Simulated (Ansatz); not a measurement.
`CB(N)Cl` + H₂Se → `CB(Cl)[SeH]` + NH₃ at 700 K and 1 bar (ligand exchange at a B–N bond).

Calculated with Ansatz (gas phase, PBE0-D4/def2-TZVP geometries, no zero-point term in ΔE). CBS: MP2 limit from def2 TZ/QZ plus the TZ coupled-cluster correction, frozen cores. This one scheme is used for every species. For Se outer-core shells are correlated without core-valence functions, which leaves a few kJ/mol of doubt a bond. Scalar relativity is left out up to krypton. One conformer a species, not always the lowest.

```tsv
species	CCSD(T)/CBS energy (Eh)	H − E (kJ/mol)	S (J/(mol·K))
`CB(N)Cl`	-580.44617	245.0	399.7
H₂Se	-2401.89790	61.1	251.1
`CB(Cl)[SeH]`	-2925.81492	195.3	426.9
NH₃	-56.50880	116.9	226.5
```

H − E and S are ideal-gas, rigid-rotor, harmonic terms from PBE0-D4/def2-TZVP, for one conformer and one mirror image of each species. 1 Eh = 2625.50 kJ/mol, R = 8.31446 J/(mol·K).

By hand: ΔE, ΔH, ΔS and ΔG.

ΔE = (-2925.81492) + (-56.50880) − (-580.44617) − (-2401.89790) = 0.02035 Eh = 53.4 kJ/mol. Δ(H − E) = 195.3 + 116.9 − 245.0 − 61.1 = 6.1, so ΔH = 59.5 kJ/mol. ΔS = 426.9 + 226.5 − 399.7 − 251.1 = 2.6 J/(mol·K). ΔG = 59.5 − 700 × (2.6)/1000 = 57.7 kJ/mol.

By hand: the equilibrium constant, and the temperature at which ΔG would vanish if ΔH and ΔS stayed fixed.

log₁₀ K = −ΔG/(RT ln 10) = -4.3. ΔG = 0 at ΔH/ΔS = 22885 K, far beyond where these terms or the molecules hold.

The number of gas molecules stays the same, so ΔS is small and ΔH decides. A doubt of 5 kJ/mol in ΔE shifts log₁₀ K by 0.4 here. Other conformers and mirror images would add mixing entropy, several J/(mol·K) or more a flexible species. These are equilibria of isolated gas molecules and say nothing of rates. Largest T1 diagnostic: 0.011 (customary marks: 0.02 for closed shells, 0.045 for open ones).
